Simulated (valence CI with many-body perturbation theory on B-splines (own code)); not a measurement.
## E1 line list for V10+

Calculated by configuration interaction combined with many-body perturbation theory (CI+MBPT): three valence electrons over a frozen Dirac-Fock core [Ne], radial functions for each j: 11 s, 11 p, 10 d, 8 f, 5 g, 2 h, with the one-electron correlation potential Σ1, the two-electron term Σ2, the three-electron term Σ3, Breit, model QED; selected CI, second order for the rest, scaled by the run's own slope (own B-spline code, finite nucleus).

No measured spectrum was set against this ion. As an estimate, levels of excited configurations hold to 0.05 to 0.15 % of their energy, terms of the ground configuration to about 0.5 %.

Lines 151 to 200 of 585 in falling wavelength, among levels below 159.98 eV, chosen from the strongest by gf and those to the six lowest levels. Wavelengths and rates use the calculated energies, so an error of 200 cm⁻¹ moves a line at 376.4 Å by 0.075 % and its rate by three times that or more. Electric multipoles are in the length gauge, E1 and E2 with the static RPA response of the core. Weak lines are less certain than strong ones. Lines between different terms over intervals too small for the method are left out, as are lines whose strength nearly cancels. Where a level lies close to another of its J and parity, the split of strength between their lines is uncertain. The highest levels of a list are the least certain.

Names give the largest LS component (configuration and term), which can be under half, so a name can repeat, a term be missing and a line seem to break the LS rules; names also repeat where a configuration has a term twice. Letters in brackets count levels of one name in rising energy.

```tsv
λ vac (Å)	Upper	Lower	A (s⁻¹)	S (a.u.)
376.4	3p2 3d 2D_5/2 [c]	3s 3p 3d 2F°_7/2 [b]	6.05e+09	9.55e-01
376.1	3p 3d2 4D°_7/2 [b]	3s 3d2 4F_9/2	4.85e+09	1.02e+00
375.4	3p 3d2 4S°_3/2	3s 3d2 4P_5/2	3.56e+09	3.72e-01
375.3	3p 3d2 4D°_7/2 [b]	3s 3d2 4F_7/2	1.01e+09	2.11e-01
375.1	3p 3d2 2F°_7/2 [c]	3s 3d2 2D_5/2	1.65e+09	3.44e-01
375.1	3p2 3d 2D_5/2 [b]	3s 3p 3d 2F°_7/2 [a]	7.98e+09	1.25e+00
375.1	3p 3d2 4S°_3/2	3s 3d2 4P_3/2	2.98e+09	3.10e-01
374.9	3p 3d2 4D°_5/2 [b]	3s 3d2 4F_7/2	4.82e+09	7.53e-01
374.6	3p2 3d 2D_3/2 [c]	3s 3p 3d 2F°_5/2 [b]	6.75e+09	7.00e-01
374.2	3p 3d2 4D°_5/2 [b]	3s 3d2 4F_5/2	1.67e+09	2.59e-01
373.9	3p 3d2 4D°_3/2 [b]	3s 3d2 4F_5/2	5.19e+09	5.36e-01
373.8	3p 3d2 2F°_7/2 [c]	3s 3d2 2G_9/2	4.44e+09	9.15e-01
373.5	3p 3d2 4D°_3/2 [b]	3s 3d2 4F_3/2	1.85e+09	1.90e-01
373.1	3p 3d2 4D°_1/2 [b]	3s 3d2 4F_3/2	7.30e+09	3.75e-01
373.0	3p3 2D°_3/2	3s 3p2 4P_5/2	9.54e+07	9.77e-03
371.5	3p2 3d 2D_3/2 [b]	3s 3p 3d 2F°_5/2 [a]	5.45e+09	5.52e-01
371.1	3p3 2D°_5/2	3s 3p2 4P_5/2	2.62e+07	3.96e-03
369.4	3p 3d2 2F°_5/2 [c]	3s 3d2 2G_7/2	6.16e+09	9.20e-01
369.4	3p2 3d 2D_3/2 [c]	3s 3p 3d 2P°_1/2 [a]	9.15e+09	9.11e-01
368.5	3p2 3d 2D_5/2 [c]	3s 3p 3d 2P°_3/2 [a]	1.19e+10	1.76e+00
367.6	3p2 3d 4P_5/2	3s 3p 3d 4D°_7/2	6.76e+09	9.94e-01
367.2	3s 3p 3d 2F°_7/2 [b]	3s2 3d 2D_5/2	1.55e+10	3.02e+00
366.9	3p2 3d 4P_3/2	3s 3p 3d 4D°_5/2	8.00e+09	7.80e-01
366.4	3p3 2P°_1/2	3s 3p2 2D_3/2	8.44e+09	4.10e-01
366.2	3p3 2P°_3/2	3s 3p2 2D_5/2	6.76e+09	6.55e-01
366.0	3p2 3d 2D_5/2 [a]	3s 3p 3d 4P°_5/2	2.22e+09	3.22e-01
366.0	3p2 3d 4D_7/2	3s 3p 3d 4F°_9/2	6.34e+09	1.23e+00
365.9	3p3 2D°_3/2	3s 3p2 4P_3/2	1.59e+07	1.54e-03
365.9	3p2 3d 4P_1/2	3s 3p 3d 4D°_3/2	9.05e+09	4.38e-01
365.4	3p 3d2 2G°_9/2 [b]	3s 3d2 2G_9/2	4.17e+09	1.00e+00
365.1	3p3 2P°_3/2	3s 3p2 2D_3/2	7.27e+08	6.98e-02
365.1	3p2 3d 4P_1/2	3s 3p 3d 4P°_1/2	3.94e+09	1.89e-01
364.4	3p2 3d 4D_5/2	3s 3p 3d 4F°_7/2	5.93e+09	8.50e-01
363.8	3s 3p 3d 2F°_5/2 [b]	3s2 3d 2D_3/2	1.53e+10	2.19e+00
363.7	3s 3p 3d 4F°_3/2	3s 3p2 2D_3/2	1.58e+08	1.50e-02
363.7	3p2 3d 4D_1/2	3s 3p 3d 4F°_3/2	5.11e+09	2.43e-01
362.9	3p 3d2 2G°_7/2 [b]	3s 3d2 2G_7/2	4.22e+09	7.96e-01
362.3	3p2 3d 2F_7/2 [b]	3s 3p 3d 2F°_7/2 [a]	6.23e+09	1.17e+00
361.1	3p2 3d 4D_3/2	3s 3p 3d 4F°_5/2	5.54e+09	5.15e-01
361.0	3p3 2D°_3/2	3s 3p2 4P_1/2	3.35e+07	3.11e-03
360.6	3p2 3d 4D_7/2	3s 3p 3d 4F°_7/2	1.61e+09	2.99e-01
360.5	3p2 3d 4D_5/2	3s 3p 3d 4F°_5/2	2.43e+09	3.38e-01
359.4	3p 3d2 2P°_3/2 [b]	3s2 4s 2S_1/2	3.39e+09	3.11e-01
358.9	3p2 3d 4P_3/2	3s 3p 3d 4P°_3/2	3.02e+09	2.75e-01
358.6	3p3 4S°_3/2	3s 3p2 4P_5/2	1.22e+10	1.11e+00
357.8	3s 3p2 2S_1/2	3s2 3p 2P°_3/2	2.42e+09	1.10e-01
357.7	3p2 3d 4P_5/2	3s 3p 3d 4P°_5/2	2.56e+09	3.47e-01
355.4	3p2 3d 2F_5/2 [b]	3s 3p 3d 2F°_5/2 [a]	5.62e+09	7.47e-01
353.5	3p 3d2 2F°_5/2 [a]	3p2 3d 2D_3/2 [a]	3.16e+09	4.13e-01
352.9	3p 3d2 2F°_7/2 [a]	3p2 3d 4P_5/2	1.06e+09	1.84e-01
```
